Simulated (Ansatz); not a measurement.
`[F][Ge]([F])([F])[SeH]` + `CNC` → `C[N](C)[Ge]([F])([F])[F]` + H₂Se  (ligand exchange at a Ge–Se bond)

Program: Ansatz. Geometries: PBE0-D4/def2-TZVP. ΔE: electronic, gas phase. CCSD(T)/CBS is the MP2 limit (def2-TZVPP, def2-QZVPP) plus CCSD(T) − MP2 in def2-TZVPP, frozen cores. DFT in def2-TZVPP. For Ge, Se outer-core shells are correlated without core-valence functions, which leaves a few kJ/mol of doubt a bond. Scalar relativity is left out up to krypton. Each species was taken in one conformer, which may not be the lowest.

```json
{"level": "PBE-D4", "ΔE (kJ/mol)": "41.4", "difference from CCSD(T)/CBS": "15.3"}
{"level": "revPBE-D4", "ΔE (kJ/mol)": "39.7", "difference from CCSD(T)/CBS": "13.6"}
{"level": "BLYP-D4", "ΔE (kJ/mol)": "36.5", "difference from CCSD(T)/CBS": "10.4"}
{"level": "r2SCAN-D4", "ΔE (kJ/mol)": "35.5", "difference from CCSD(T)/CBS": "9.4"}
{"level": "r2SCANh-D4", "ΔE (kJ/mol)": "34.6", "difference from CCSD(T)/CBS": "8.5"}
{"level": "CAM-B3LYP-D4", "ΔE (kJ/mol)": "27.3", "difference from CCSD(T)/CBS": "1.2"}
{"level": "ωB97M-V", "ΔE (kJ/mol)": "31.1", "difference from CCSD(T)/CBS": "5.0"}
{"level": "B2PLYP", "ΔE (kJ/mol)": "32.8", "difference from CCSD(T)/CBS": "6.7"}
{"level": "PBE0", "ΔE (kJ/mol)": "40.6", "difference from CCSD(T)/CBS": "14.5"}
{"level": "BHLYP", "ΔE (kJ/mol)": "33.4", "difference from CCSD(T)/CBS": "7.3"}
{"level": "LC-ωPBE", "ΔE (kJ/mol)": "30.4", "difference from CCSD(T)/CBS": "4.3"}
{"level": "HF/def2-SVP", "ΔE (kJ/mol)": "16.2", "difference from CCSD(T)/CBS": "-9.9"}
{"level": "CCSD/def2-SVP", "ΔE (kJ/mol)": "10.8", "difference from CCSD(T)/CBS": "-15.3"}
{"level": "CCSD(T)/def2-SVP", "ΔE (kJ/mol)": "10.8", "difference from CCSD(T)/CBS": "-15.3"}
{"level": "HF/def2-TZVPP", "ΔE (kJ/mol)": "28.1", "difference from CCSD(T)/CBS": "2.0"}
{"level": "MP2/def2-QZVPP", "ΔE (kJ/mol)": "26.2", "difference from CCSD(T)/CBS": "0.1"}
{"level": "CCSD(T)/CBS", "ΔE (kJ/mol)": "26.1", "difference from CCSD(T)/CBS": "0"}
```

Q: What do rigid-rotor, harmonic-oscillator terms from PBE0-D4/def2-TZVP frequencies (298.15 K, 1 bar) make of the CCSD(T)/CBS value? (An estimate is asked.)

A: The calculation gave: ΔZPE = -11.6 kJ/mol, ΔH = +16.6 kJ/mol, ΔS = -14 J/(mol·K), ΔG = +20.7 kJ/mol. Modes under 50 cm⁻¹ make the entropy rough.

Largest T1 diagnostic among the species: 0.012.

In def2-TZVPP, CCSD(T) changes the Hartree–Fock value by −5.4 kJ/mol (the triples alone add +0.2 kJ/mol) and MP2 by −3.7 kJ/mol. From BLYP to BHLYP (50 % exact exchange), in def2-TZVPP and without D4, ΔE moves by −11.0 kJ/mol. Leaving LDA and LC-ωPBE aside and taking each functional with its dispersion term where it has one, the values spread over 14.0 kJ/mol, from CAM-B3LYP-D4 to PBE-D4. LDA lies −13.4 kJ/mol from PBE without D4.
